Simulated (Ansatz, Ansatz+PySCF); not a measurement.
```xyz
10

H     0.0000    0.0000    0.0000
H     0.0000    0.0000    1.8000
H     0.0000    0.0000    3.6000
H     0.0000    0.0000    5.4000
H     0.0000    0.0000    7.2000
H     0.0000    0.0000    9.0000
H     0.0000    0.0000   10.8000
H     0.0000    0.0000   12.6000
H     0.0000    0.0000   14.4000
H     0.0000    0.0000   16.2000
```

Basis set: STO-3G (spherical functions). All electrons are correlated. Charge 0, multiplicity 1.

Computed with Ansatz (development build ahead of 0.2.0); each method stands on the lowest determinant of its kind that the runs found. Restricted open shells among the atoms or ions are ROHF, correlated in semicanonical orbitals with singles.

The atomization energy at this shape (free ground-state atoms in the same class of orbitals less the molecule, no zero-point energy) of singlet H₁₀:

| method | atomization energy |
| --- | --- |
| UHF-CCSDT(Q) | 87.30 kcal/mol |
| UHF-CCSD(T) | 85.66 kcal/mol |
| UHF-MP2 | 47.73 kcal/mol |
| UHF | 45.18 kcal/mol |
| RHF-MP2 | -105.97 kcal/mol |
| RHF | -300.80 kcal/mol |

Q: What does RHF-CCSDT(Q) give?

A: 81.17 kcal/mol. Caution for UHF-CCSDT(Q), UHF-CCSD(T), RHF-CCSDT(Q), UHF-MP2, RHF-MP2: bonds are stretched, where a single reference can fail. Caution for UHF-CCSDT(Q), UHF-CCSD(T), UHF-MP2, UHF: the determinant breaks the point group; the unrestricted determinant is a mixture of spin states. Caution for UHF-CCSD(T), RHF-MP2: the program doubts this total. Caution for RHF-CCSDT(Q), RHF-MP2, RHF: an unrestricted determinant lies well below. Caution for RHF-MP2, RHF: the molecule lies well above its atoms at this level.

This basis has no polarisation functions and is too small for such energies, which can lie far from measured ones in either direction.
